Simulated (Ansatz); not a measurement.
Consider the ligand exchange at the Sn–F bond: `[F][Sn]([F])([F])[F]` + NH₃ → `[NH2][Sn]([F])([F])[F]` + H–F.

Calculated with Ansatz (gas phase, PBE0-D4/def2-TZVP geometries, no zero-point term in ΔE). CCSD(T)/CBS adds triple-zeta CCSD(T) − MP2 to the extrapolated MP2 energy (def2 sets, frozen cores). This one scheme is used for every species. DFT in def2-TZVPP. def2 core potentials past Kr. For Sn outer-core shells are correlated without core-valence functions, which leaves a few kJ/mol of doubt a bond. Each species was taken in one conformer, which may not be the lowest.

`[F][Sn]([F])([F])[F]`:

Z-matrix (Å, degrees):
```
Sn
F 1 1.876
F 1 1.876 2 109.5
F 1 1.876 2 109.5 3 -120.0
F 1 1.876 2 109.5 3 120.0
```

NH₃:

Z-matrix (Å, degrees):
```
N
H 1 1.013
H 1 1.013 2 107.1
H 1 1.013 2 107.1 3 -114.5
```

`[NH2][Sn]([F])([F])[F]`:

Z-matrix (Å, degrees):
```
Sn
F 1 1.889
F 1 1.897 2 104.9
N 1 1.981 2 110.4 3 127.8
F 1 1.889 2 108.1 3 -111.3
H 4 1.013 1 112.7 2 179.0
H 4 1.013 1 112.6 2 -57.6
```

H–F:

Cartesian coordinates in Å:
```
F -0.256 -0.153 0.350
H 0.256 0.153 -0.350
```

```tsv
species	RPA@PBE/def2-TZVPP energy (Eh)
`[F][Sn]([F])([F])[F]`	-613.21859
NH₃	-56.59828
`[NH2][Sn]([F])([F])[F]`	-569.35037
H–F	-100.45915
```

Problem. Work out ΔE.

Solution. ΔE = (-569.35037) + (-100.45915) − (-613.21859) − (-56.59828) = 0.00735 Eh = +19.3 kJ/mol. CCSD(T)/CBS gives +18.4 kJ/mol.

Largest T1 diagnostic among the species: 0.015.

From BLYP to BHLYP (50 % exact exchange), in def2-TZVPP and without D4, ΔE moves by −7.0 kJ/mol. The D4 term adds −4.8 kJ/mol with B3LYP and −2.6 kJ/mol with PBE0; it sums over pairs of atoms, weighted by their polarisabilities, and B3LYP, whose exchange is more repulsive, gets the larger term. At CCSD(T), def2-SVP lies +7.7 kJ/mol from the extrapolated value and def2-TZVPP −1.6 kJ/mol.

B3LYP here is the variant with VWN-RPA as its local correlation; programs differ in this.
